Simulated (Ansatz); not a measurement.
Isolated molecules relaxed with PBE0-D4/def2-TZVP in Ansatz; ΔE leaves out vibrations. CCSD(T)/CBS adds triple-zeta CCSD(T) − MP2 to the extrapolated MP2 energy (def2 sets, frozen cores). This one scheme is used for every species. DFT in def2-TZVPP. For Br, Ga outer-core shells are correlated without core-valence functions, which leaves a few kJ/mol of doubt a bond. Scalar relativity is left out up to krypton.

`[OH][GaH2]` + HBr → `[GaH2][Br]` + H₂O  (ligand exchange at a Ga–O bond)

`[OH][GaH2]`:

```xyz
5

O     0.268   -1.203   -0.331
Ga   -0.121    0.402    0.355
H     0.390   -1.203   -1.282
H    -0.218    1.607   -0.640
H    -0.318    0.396    1.898
```

HBr:

Cartesian coordinates in Å:
```
Br -0.274 0.353 -0.552
H 0.274 -0.353 0.552
```

`[GaH2][Br]`:

Cartesian coordinates in Å:
```
Ga 0.231 -0.006 -0.062
Br -1.983 0.056 0.535
H 0.631 0.926 -1.243
H 1.120 -0.976 0.770
```

H₂O:

Z-matrix (Å, degrees):
```
O
H 1 0.960
H 1 0.960 2 105.1
```

```csv
level,ΔE (kcal/mol)
PBE,-16.3
BHLYP,-18.1
```

(1) What does CCSD(T)/CBS give? (An estimate is asked.)

Largest T1 diagnostic among the species: 0.015.

Answers

(1) Computed: -17.4 kcal/mol. The listed levels differ from it by 1.1, -0.7 kcal/mol.

From r2SCAN to r2SCAN0 (25 % exact exchange), in def2-TZVPP and without D4, ΔE moves by −1.7 kcal/mol. In def2-TZVPP, CCSD(T) changes the Hartree–Fock value by +4.0 kcal/mol (the triples alone add +0.5 kcal/mol) and MP2 by +3.6 kcal/mol. Leaving LDA and LC-ωPBE aside and taking each functional with its dispersion term where it has one, the values, not all of them listed here, spread over 3.8 kcal/mol, from BHLYP-D4 to BLYP-D4. LDA lies +1.1 kcal/mol from PBE without D4.
